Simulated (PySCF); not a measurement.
H5GeNO, singlet, at a GFN2-xTB geometry. Base run: WB97X/6-31G, TDDFT (PySCF).

Input for PySCF:
```python
from pyscf import gto, scf, dft, tdscf

mol = gto.M(
    atom='''
Ge   -0.22886294   -0.24881406    0.06256490
N     1.53218929   -0.51172173   -0.18667527
O    -0.55030496    1.47563485   -0.07070189
H    -0.59523862   -0.71190260    1.44232860
H    -0.98202039   -0.97384552   -1.01424207
H     1.88681255   -0.26139739   -1.09995179
H     2.13928287   -0.09041515    0.50356533
H    -1.44810770    1.77658370    0.03856520
''',
    basis='6-31g',
    verbose=4,
)

mf = dft.RKS(mol)
mf.xc = 'wb97x'
mf.kernel()
td = mf.TDDFT()
td.nstates = 5
td.kernel()
td.analyze()
```

The base run was repeated with changes; each row names its change, and settings that it needs were set with it.

```
change                           first excitation (eV)  oscillator strength of the first  second (eV)  core-seconds (rough)
-------------------------------  ---------------------  --------------------------------  -----------  --------------------
base                                              7.21                             0.031         7.53                    60
functional = bhandhlyp                            7.23                             0.027         7.69                    40
basis = cc-pVDZ                                      …                                 …            …                   100
conv_tol = 1e-3                                   7.21                             0.031         7.53                    50
functional = m062x                                   …                             0.027            …                   100
functional = pbe                                  6.14                             0.015         6.46                    10
guess vectors = 13 for 5 states                   7.21                             0.031         7.53                    60
response = Tamm-Dancoff                           7.24                             0.033         7.55                    30
functional = lc_wpbe                                 …                                 …            …                    70
functional = pbe0                                 6.83                             0.017         7.21                    40
```

Question: Some entries are withheld; supply them.

Answer: 
- basis = cc-pVDZ, first excitation (eV): 7.50
- basis = cc-pVDZ, oscillator strength of the first: 0.032
- basis = cc-pVDZ, second (eV): 7.86
- functional = m062x, first excitation (eV): 6.98
- functional = m062x, second (eV): 7.45
- functional = lc_wpbe, first excitation (eV): 7.40
- functional = lc_wpbe, oscillator strength of the first: 0.029
- functional = lc_wpbe, second (eV): 7.61

An iterative solver can miss low states, so a row lists the states that it found.
